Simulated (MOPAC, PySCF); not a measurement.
C$_{4}$H$_{4}$, SMILES `C1=CC=C1`, neutral singlet in the gas phase. 

Cartesian coordinates (Å):
```xyz
8

C     -0.5849    -0.8493    -0.0032
C     -0.9357     0.4334     0.0024
C      0.5849     0.8493     0.0032
C      0.9357    -0.4334    -0.0024
H     -1.1182    -1.7878    -0.0068
H     -1.8724     0.9699     0.0052
H      1.1182     1.7878     0.0068
H      1.8724    -0.9699    -0.0052
```
Charge 0, multiplicity 1.

All levels are single points at this geometry (B3LYP-D3(BJ)/def2-TZVP); Pople sets use spherical d functions. Orbital energies aren't observables, and empty levels follow the basis.

PM6 in MOPAC gives gap (eV) = 9.20.

### Question
Estimate the gap (eV) from each of these levels: B3LYP-D3(BJ)/def2-TZVP in PySCF; PBE-D3(BJ)/def2-TZVP in PySCF; B3LYP/6-311+G** in PySCF; B3LYP/6-31G* in PySCF; BP86/6-31G* in PySCF; SVWN5/6-31G* in PySCF; HF/STO-3G in PySCF; PM3 in MOPAC.

### Answer

```tsv
level	gap (eV)
B3LYP-D3(BJ)/def2-TZVP in PySCF	3.60
PBE-D3(BJ)/def2-TZVP in PySCF	1.99
B3LYP/6-311+G** in PySCF	3.58
B3LYP/6-31G* in PySCF	3.73
BP86/6-31G* in PySCF	2.04
SVWN5/6-31G* in PySCF	1.99
HF/STO-3G in PySCF	12.25
PM3 in MOPAC	9.03
```
